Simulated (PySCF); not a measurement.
**Löwdin shares of the frontier orbitals**

Species: C5H5NO2Se.
Atom-mapped SMILES: `[CH3:1][C:2](=[O:3])[O:4][c:5]1[cH:6][se:7][cH:8][n:9]1` (hydrogens: H10, H11, H12 on C1; H13 on C6; H14 on C8)

Computed, not measured: TDDFT wB97X-D/def2-SVPD, vertical, gas phase, core orbitals frozen in the response in PySCF. Isolated species at its PBE0-D3(BJ)/def2-SVP geometry (one conformer only). Relativistic effects, spin–orbit coupling among them, are left out although an element past zinc is present. Torsions of this conformer, `[CH3:1][C:2](=[O:3])[O:4][c:5]1[cH:6][se:7][cH:8][n:9]1`: C1–C2–O4–C5 180°, C2–O4–C5–C6 0°.

Kohn–Sham orbitals with the atoms that hold most of them (Löwdin shares over 4%, at most four atoms; ? is withheld):

```json
{"orbital": "HOMO-3", "ε (eV)": "-10.37", "atoms": "O3 61%, O4 8%, C1 8%, C2 8%"}
{"orbital": "HOMO-2", "ε (eV)": "-10.04", "atoms": "N9 53%, Se7 19%, C8 10%, C5 6%"}
{"orbital": "HOMO-1", "ε (eV)": "-9.93", "atoms": "?"}
{"orbital": "HOMO", "ε (eV)": "-8.76", "atoms": "Se7 23%, C6 20%, C5 19%, C8 15%"}
{"orbital": "LUMO", "ε (eV)": "?", "atoms": "?"}
{"orbital": "LUMO+1", "ε (eV)": "1.13", "atoms": "Se7 73%, C6 8%, C8 8%"}
{"orbital": "LUMO+2", "ε (eV)": "1.58", "atoms": "C2 32%, O3 24%, O4 8%, N9 8%"}
```

Problem. Which atoms hold the HOMO-1, and with what shares?

Solution. Se7 (bonded to 2 C) 35%; C6 (bonded to C, Se and H) 23%; N9 (bonded to 2 C) 22%; C8 (bonded to N, Se and H) 12%. By element: selenium 35%, carbon 34% or more, nitrogen 22%.

Problem. Which atoms hold the LUMO, and with what shares?

Solution. C8 (bonded to N, Se and H) 24%; Se7 (bonded to 2 C) 24%; C6 (bonded to C, Se and H) 17%; N9 (bonded to 2 C) 15%. By element: carbon 41% or more, selenium 24%, nitrogen 15%.

Problem. What is the LUMO energy, and the HOMO–LUMO gap?

Solution. ε(LUMO) = 0.52 eV; the gap is 9.28 eV (0.3410 hartree).

Problem. The HOMO–LUMO gap is 9.28 eV. Where does the response calculation put the lowest singlet, and from which orbitals?

Solution. S1 is at 5.13 eV (f = 0.075), 4.15 eV below the gap, made of HOMO→LUMO (92%). Without the coupling terms of the response equations the lowest excitation would equal the gap.

Problem. Give energy, strength and leading configuration of S1, S2, S3, S5 and S6, and follow the Löwdin shares of the leading atoms from the occupied to the empty orbital.

Solution. 
- S1 (5.13 eV, f 0.075), HOMO→LUMO (92%): Se7 23% → 24%, C6 20% → 17%, C8 15% → 24%
- S2 (5.23 eV, f 0.0010), HOMO→LUMO+1 (82%): Se7 23% → 73%, C6 20% → 8%
- S3 (5.35 eV, f 0.0003), HOMO-2→LUMO (88%): N9 53% → 15%, Se7 19% → 24%, C8 10% → 24%
- S5 (6.01 eV, f 0.0011), HOMO-1→LUMO (72%): Se7 35% → 24%, C6 23% → 17%, C8 12% → 24%
- S6 (6.24 eV, f 0.0007), HOMO-1→LUMO+1 (84%): Se7 35% → 73%, C6 23% → 8%

Löwdin shares depend on the basis, the more so with diffuse functions.
